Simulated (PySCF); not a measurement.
CH7FOSi2, SMILES CO[Si@@H](F)[SiH3].

Geometry: B3LYP-D3(BJ)/def2-SVP. The structure was generated by enumeration; whether it is a known compound was not checked. Other conformers were not sampled.

All values below come from B3LYP/def2-TZVP run with PySCF.

Computed frontier levels, gap, dipole moment and polarisability:
| Quantity | Result |
|---|---|
| highest occupied level | -8.10 eV |
| lowest empty level | -0.33 eV |
| orbital gap | 7.77 eV |
| dipole moment | 0.311 e·Å |
| quadrupole, principal values (traceless, Buckingham form, about the centre of nuclear charge) | -6.30, -0.78, 7.08 D·Å |
| mean static polarisability | 70.4 bohr³ (10.43 Å³) |
| polarisability, principal values | 61.0, 65.1, 85.1 bohr³ |
